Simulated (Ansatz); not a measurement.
Relaxation of ClF$_{3}$H$_{3}$NTi (9 atoms, charge 0, multiplicity 1), to a largest force component of 0.03 eV/Å in at most 50 steps.

Method: RKS PBE0-D4/def2-SVP in Ansatz 0.2.0.

```xyz
9
Properties=species:S:1:pos:R:3
Ti -0.549 -0.042 -0.417
Cl -0.131 0.962 2.984
F 0.851 -0.797 0.274
F -0.248 1.626 -0.750
F -0.916 -0.892 -1.876
N -2.119 -0.283 0.783
H -2.839 -0.972 0.574
H -2.522 0.531 1.245
H -0.792 -0.132 2.601
```

Q: Where does it end, and by what steps?

A: The run converged. The force dipped under the threshold on the way, but the program's further checks kept it going. After 13 steps the energy has fallen by 0.241 eV; H7 moved furthest, 0.76 Å.

```json
{"step": "0", "energy less start (eV)": "0.0000", "largest force component (eV/Å)": "1.691", "accepted": "yes"}
{"step": "1", "energy less start (eV)": "-0.1500", "largest force component (eV/Å)": "0.588", "accepted": "yes"}
{"step": "2", "energy less start (eV)": "-0.1546", "largest force component (eV/Å)": "0.776", "accepted": "yes"}
{"step": "3", "energy less start (eV)": "-0.1819", "largest force component (eV/Å)": "0.623", "accepted": "yes"}
{"step": "4", "energy less start (eV)": "-0.2043", "largest force component (eV/Å)": "0.550", "accepted": "yes"}
{"step": "5", "energy less start (eV)": "-0.1982", "largest force component (eV/Å)": "0.544", "accepted": "no"}
{"step": "6", "energy less start (eV)": "-0.2256", "largest force component (eV/Å)": "0.219", "accepted": "yes"}
{"step": "7", "energy less start (eV)": "-0.2316", "largest force component (eV/Å)": "0.118", "accepted": "yes"}
{"step": "8", "energy less start (eV)": "-0.2367", "largest force component (eV/Å)": "0.131", "accepted": "yes"}
{"step": "9", "energy less start (eV)": "-0.2188", "largest force component (eV/Å)": "0.432", "accepted": "no"}
{"step": "10", "energy less start (eV)": "-0.2396", "largest force component (eV/Å)": "0.054", "accepted": "yes"}
{"step": "11", "energy less start (eV)": "-0.2394", "largest force component (eV/Å)": "0.079", "accepted": "no"}
{"step": "12", "energy less start (eV)": "-0.2403", "largest force component (eV/Å)": "0.026", "accepted": "yes"}
{"step": "13", "energy less start (eV)": "-0.2408", "largest force component (eV/Å)": "0.028", "accepted": "yes"}
```

```xyz
9
Properties=species:S:1:pos:R:3
Ti -0.548 -0.071 -0.373
Cl -0.082 0.831 3.085
F 0.695 -1.150 0.156
F -0.141 1.607 -0.465
F -1.022 -0.579 -1.964
N -2.014 -0.252 0.785
H -2.336 -1.164 1.111
H -2.789 0.411 0.786
H -1.027 0.367 2.298
```

Whether the end is a true minimum wasn't checked by a vibrational analysis.

The run took 47 s on 4 threads of Arm Neoverse V1 (shared host), peak memory 0.33 GiB.
